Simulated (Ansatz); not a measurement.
`CC(C)OB(F)S` → `F[B]S`• + `CC(C)[O]`•  (homolysis of the B–O bond)

Gas-phase electronic energies from Ansatz, PBE0-D4/def2-TZVP geometries. CCSD(T)/CBS adds triple-zeta CCSD(T) − MP2 to the extrapolated MP2 energy (def2 sets, frozen cores). This one scheme is used for every species. DFT in def2-TZVPP. Open shells (•) are unrestricted, without spin–orbit coupling. Each species was taken in one conformer, which may not be the lowest.

```csv
level,ΔE (kcal/mol),difference from CCSD(T)/CBS
r2SCAN-D4,131.8,-10.8
PBE0-D4,134.8,-7.8
ωB97X-V,138.9,-3.7
B2PLYP,136.8,-5.8
MP2/def2-TZVPP,148.9,6.3
SCS-MP2/def2-TZVPP,145.8,3.2
CCSD/def2-TZVPP,137.6,-5.0
MP2/def2-QZVPP,150.5,7.9
HF/CBS(def2),107.6,-35.0
CCSD/CBS(def2),140.4,-2.2
CCSD(T)/CBS,142.6,0
```

Largest T1 diagnostic among the species: 0.017.

In def2-TZVPP, CCSD(T) changes the Hartree–Fock value by +32.1 kcal/mol (the triples alone add +2.2 kcal/mol) and MP2 by +41.2 kcal/mol; breaking electron pairs costs correlation energy, which Hartree–Fock lacks. From PBE to PBE0 (25 % exact exchange), in def2-TZVPP and without D4, ΔE moves by +2.0 kcal/mol. The D4 term adds +3.7 kcal/mol with B3LYP and +2.2 kcal/mol with PBE0; it sums over pairs of atoms, weighted by their polarisabilities, and B3LYP, whose exchange is more repulsive, gets the larger term.

B3LYP here is the variant with VWN-RPA as its local correlation; programs differ in this.
